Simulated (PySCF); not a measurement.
# Shifts of the heteroatoms

Geometry:
| atom | x (Å) | y (Å) | z (Å) |
| --- | --- | --- | --- |
| O1 | 3.022 | -0.759 | 0.094 |
| Si2 | 1.575 | -1.490 | 0.302 |
| Si3 | 0.223 | 0.179 | -0.513 |
| Si4 | 0.361 | 2.312 | 0.395 |
| O5 | -1.311 | -0.362 | -0.296 |
| Si6 | -2.775 | -0.648 | 0.309 |
| H7 | 3.841 | -1.186 | 0.331 |
| H8 | 1.429 | -1.852 | 1.725 |
| H9 | 1.611 | -2.799 | -0.377 |
| H10 | 0.272 | 0.254 | -1.993 |
| H11 | 1.042 | 3.268 | -0.489 |
| H12 | 1.119 | 2.338 | 1.656 |
| H13 | -0.936 | 2.929 | 0.711 |
| H14 | -3.400 | 0.642 | 0.601 |
| H15 | -3.487 | -1.385 | -0.730 |
| H16 | -2.595 | -1.433 | 1.530 |

[PySCF 2.14.0 with density-fitted response routines: shieldings: GIAO PBE0/pcSseg-1; GFN2-xTB structure; single conformer; equivalent nuclei averaged; no relativistic terms; no solvent model]

**Question.** What are the 29Si shifts?

**Answer.** 
```tsv
atoms	environment	σ (ppm)	δ (ppm)
Si3	silicon bonded to O, 2 Si, H	369.1	-23.4
Si2	silicon bonded to O, Si, 2 H	378.5	-31.1
Si6	silicon bonded to O, 3 H	394.2	-44.1
Si4	silicon bonded to Si, 3 H	469.3	-105.8
```

Shieldings were converted by a linear fit to measured shifts: 29Si (scatter 8.9 ppm rms, 25.8 ppm with the 6 outliers that the fit left out vs TMS, solution or neat liquid). A few per cent of atoms miss by over 2 rms, more outside the fitted compound classes.

On a 300 MHz spectrometer 29Si resonates near 59.6 MHz, so 1 ppm is 59.6 Hz.

**Question.** What are the 17O shifts?

**Answer.** 
```
atoms             environment  σ (ppm)  δ (ppm)
   O1  oxygen bonded to Si, H    344.4    -47.0
   O5   oxygen bonded to 2 Si    350.2    -52.3
```

Shieldings were converted by a linear fit to measured shifts: 17O (scatter 10.7 ppm rms, 12.2 ppm with the 3 outliers that the fit left out vs liquid water, solution or neat liquid). A few per cent of atoms miss by over 2 rms, more outside the fitted compound classes.

On a 500 MHz spectrometer 17O resonates near 67.8 MHz, so 1 ppm is 67.8 Hz.
